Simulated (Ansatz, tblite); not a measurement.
Isomers of Si5O4 (singlet), found by a short tight-binding search and relaxed with PBE-D4/def2-SVP in Ansatz.

The xTB rows come from tblite. Correlated methods freeze 29 core orbitals.

Run but left out: HF/STO-3G, BHLYP-D4/def2-TZVP, PBE-QIDH/def2-TZVP (A: restricted singlet, unstable in another Hartree–Fock run and untested here); HF/def2-SVP, HF/def2-TZVP (A: restricted singlet, unstable towards broken spin symmetry).

A further structure is left out (at the level of its geometry, restricted singlet, unstable towards broken spin symmetry at other levels and untested here); at PBE0-D4/def2-TZVP its energy lies 0.84 eV above the lowest shown.

A: The restricted singlet is unstable towards broken spin symmetry in Hartree–Fock (as tested in another run); at PBE-D4/def2-SVP, PBE-D4/def2-TZVP, r2SCAN-D4/def2-TZVP, r2SCANh-D4/def2-TZVP and others this wasn't settled. At CCSD(T)/def2-SVP T1 of the charge 0 singlet is large (up to 0.025), so the single-reference result is doubtful. At CCSD(T)/def2-SVP, MP2/def2-TZVP the restricted singlet (for correlated methods, its reference) is unstable: a solution with broken spin symmetry lies lower. B: The restricted singlet is unstable towards broken spin symmetry in Hartree–Fock (as tested in another run); at PBE-D4/def2-SVP, PBE-D4/def2-TZVP, r2SCAN-D4/def2-TZVP, r2SCANh-D4/def2-TZVP and others this wasn't settled. At CCSD(T)/def2-SVP T1 of the charge 0 singlet is large (up to 0.023), so the single-reference result is doubtful. At CCSD(T)/def2-SVP, MP2/def2-TZVP the restricted singlet (for correlated methods, its reference) is unstable: a solution with broken spin symmetry lies lower. C: The restricted singlet is unstable towards broken spin symmetry in Hartree–Fock (as tested in another run); at PBE-D4/def2-SVP, PBE-D4/def2-TZVP, r2SCAN-D4/def2-TZVP, r2SCANh-D4/def2-TZVP and others this wasn't settled. At CCSD(T)/def2-SVP T1 of the charge 0 singlet is large (up to 0.022), so the single-reference result is doubtful. At CCSD(T)/def2-SVP, MP2/def2-TZVP the restricted singlet (for correlated methods, its reference) is unstable: a solution with broken spin symmetry lies lower. D: The restricted singlet is unstable towards broken spin symmetry in Hartree–Fock (as tested in another run); at PBE-D4/def2-SVP, PBE-D4/def2-TZVP, r2SCAN-D4/def2-TZVP, r2SCANh-D4/def2-TZVP and others this wasn't settled. At CCSD(T)/def2-SVP T1 of the charge 0 singlet is large (up to 0.023), so the single-reference result is doubtful. At CCSD(T)/def2-SVP, MP2/def2-TZVP the restricted singlet (for correlated methods, its reference) is unstable: a solution with broken spin symmetry lies lower.

Other spin states weren't relaxed.

A:

```xyz
9

Si   -1.932    0.804    1.393
Si    0.607   -1.954   -1.836
Si    2.246    0.972   -1.253
Si    0.401    0.822    1.186
Si   -0.661   -1.075    0.808
O    -0.433   -2.153   -0.483
O     1.433   -0.509   -1.474
O    -3.290    1.563    1.407
O     1.629    1.529    0.250
```

B:

Cartesian coordinates in Å:
```
Si -1.759 -0.324 1.066
Si -1.063 -0.659 -1.397
Si 2.241 -0.708 -0.963
Si 1.387 0.102 2.146
Si -1.785 1.641 -1.732
O -1.560 1.042 -0.150
O 0.633 -0.597 -1.481
O 2.151 -0.332 0.688
O -0.246 -0.165 1.823
```

C:

Cartesian coordinates in Å:
```
Si -0.0759 1.6076 -1.5863
Si -0.0522 -1.7973 1.2135
Si 2.2970 0.7778 0.6552
Si -2.0550 -0.9453 -1.3310
Si 0.3121 0.7081 1.8695
O -1.4413 0.6288 -1.6479
O -0.9247 -1.5237 -0.2343
O 0.5330 1.3077 0.0030
O 1.4071 -0.7636 1.0584
```

D:

```xyz
9

Si    1.040    2.024    0.238
Si   -0.128    0.650   -1.506
Si   -1.118   -1.627   -1.157
Si   -1.728    0.242    1.323
Si    1.880   -1.018    0.473
O    -0.701    1.172    0.226
O     1.927    0.620    0.819
O    -1.826   -1.137    0.378
O     0.653   -0.926   -0.795
```

Task: Estimate which lies lowest at each level, and how far above it the others are (kJ/mol).

Result: 
```json
{"level": "GFN1-xTB", "A": "0.0", "B": "11.6", "C": "106.2", "D": "72.4"}
{"level": "GFN2-xTB", "A": "115.2", "B": "38.3", "C": "100.4", "D": "0.0"}
{"level": "PBE-D4/def2-SVP", "A": "135.1", "B": "61.2", "C": "78.3", "D": "0.0"}
{"level": "PBE-D4/def2-TZVP", "A": "85.9", "B": "39.5", "C": "68.9", "D": "0.0"}
{"level": "r2SCAN-D4/def2-TZVP", "A": "74.2", "B": "33.3", "C": "68.6", "D": "0.0"}
{"level": "r2SCANh-D4/def2-TZVP", "A": "80.2", "B": "33.0", "C": "68.3", "D": "0.0"}
{"level": "PBE0-D4/def2-SVP", "A": "150.1", "B": "61.5", "C": "79.9", "D": "0.0"}
{"level": "PBE0-D4/def2-TZVP", "A": "96.0", "B": "36.5", "C": "69.4", "D": "0.0"}
{"level": "MP2/def2-SVP", "A": "120.0", "B": "58.9", "C": "77.6", "D": "0.0"}
{"level": "MP2/def2-TZVP", "A": "71.1", "B": "35.6", "C": "65.5", "D": "0.0"}
{"level": "CCSD/def2-SVP", "A": "162.3", "B": "53.1", "C": "76.6", "D": "0.0"}
{"level": "CCSD(T)/def2-SVP", "A": "149.2", "B": "58.8", "C": "79.7", "D": "0.0"}
```
Point groups (tolerance 0.1 Å): A Cs, B not assigned, C not assigned, D C2. Lower isomers may exist. From def2-SVP to def2-TZVP the PBE0 values move by up to 54.0 kJ/mol, so results in the small set are rough.
